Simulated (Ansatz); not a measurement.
Abridged output of a molecular run in Ansatz:

```
Functional definition: HF
984 factors; integrals over basis functions are off by at most 9.6e-4 eV
mean field evaluation 1: about -85663.3951 eV, gradient 3.4e1 eV
mean field evaluation 2: about -85663.4508 eV, gradient 3.4e1 eV
mean field evaluation 4: about -85666.0336 eV, gradient 2.1e0 eV
mean field evaluation 8: about -85666.0629 eV, gradient 2.1e-1 eV
mean field -85666.06329407 eV, -3148.1697595139 hartree, gradient 1.5e-6 eV, S^2 0.000000; 0 other end points of the search recorded, 0 dependent functions left out
19 core orbitals not correlated: weight in the atoms' cores, before any rotation towards them, 1.000 or more for the frozen orbitals, at most 0.000 for the correlated occupied ones
reference -85666.06329407 eV, -3148.1697595139 hartree; 22, 22 occupied and 54, 54 virtual orbitals, 984 factors
second order -17.25636637 eV of doubles, -0.00000000 eV of singles
cycle   1  -17.34690011 eV  change   -9.1e-2 eV  update   1.0e-1
cycle   2  -17.72825639 eV  change   -3.8e-1 eV  update   3.4e-2
cycle   3  -17.83695776 eV  change   -1.1e-1 eV  update   2.0e-2
cycle   4  -17.83172201 eV  change    5.2e-3 eV  update   5.1e-3
cycle   5  -17.82715884 eV  change    4.6e-3 eV  update   2.1e-3
cycle   6  -17.82728118 eV  change   -1.2e-4 eV  update   6.6e-4
cycle   7  -17.82704323 eV  change    2.4e-4 eV  update   2.3e-4
cycle   8  -17.82696835 eV  change    7.5e-5 eV  update   7.1e-5
cycle   9  -17.82700540 eV  change   -3.7e-5 eV  update   2.6e-5
perturbative correction -0.41191808 eV, -0.0151377103 hartree
Total energy: -85684.30221755 eV, -3148.8400275890 hartree
```

Its atoms:

```xyz
5

F     1.527   -1.287    0.424
In    0.153    0.073    0.561
Cl   -0.012    1.042    2.640
Se   -1.208    0.590   -1.430
H    -0.460   -0.419   -2.195
```

(1) Which basis set was used?
A. def2-TZVPP
B. def2-QZVPP
C. def2-TZVPPD
D. def2-SVP

(2) Write the keys of the input that set method, charge and spin (a neutral closed shell needs none for the last two).

Answers

(1) D. It gives 95 functions.

(2) 
```yaml
correlation: {method: ccsd_t}
```
